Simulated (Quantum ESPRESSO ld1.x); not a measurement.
The numbers below are computed, except where a source is named.
Question: The mean radii <r> (bohr) of the occupied orbitals of an atom or ion are listed with their occupations. Level of theory: scalar-relativistic Kohn-Sham, LDA (Slater exchange, VWN5 correlation), spin-polarised, spherical densities, point nucleus (ld1.x of Quantum ESPRESSO 7.5).

orbital  occ.     <r>
1s up       1  0.1000

Name the element and its charge. Open shells, if any, are filled with parallel spins first.

Answer: Z = 15, phosphorus, charge +14: P14+ in 1s1. The 1s radius gives Z: for a bare nucleus <r> = (2 gamma + 1)/(2Z) with gamma = sqrt(1 - (Z/c)^2), 0.0996 bohr for Z = 15, and the self-interaction of the functional makes it slightly larger (0.1000 here). The occupations add up to 1, and the charge is Z minus that.
